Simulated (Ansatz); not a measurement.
Input file for Ansatz (a first-principles code): R-wB97M-V/def2-TZVPP on GaH (SMILES [GaH]), 2S+1 = 1, a spin state set in the input, which need not be the lowest, at the other state's geometry.

Ansatz 0.2 input:
```yaml
crystal:
  periodic: [false, false, false]
  atoms:
    - {symbol: Ga, position_ang: [-0.00000000, -0.00000000, -0.05077841]}
    - {symbol: H, position_ang: [0.00000000, 0.00000000, 1.57413077]}
basis:
  gaussian:
    orbitals: def2-TZVPP
hamiltonian:
  xc: {name: wB97M-V}
```

Problem. Predict the final total energy.

Solution. -1925.3084 hartree.
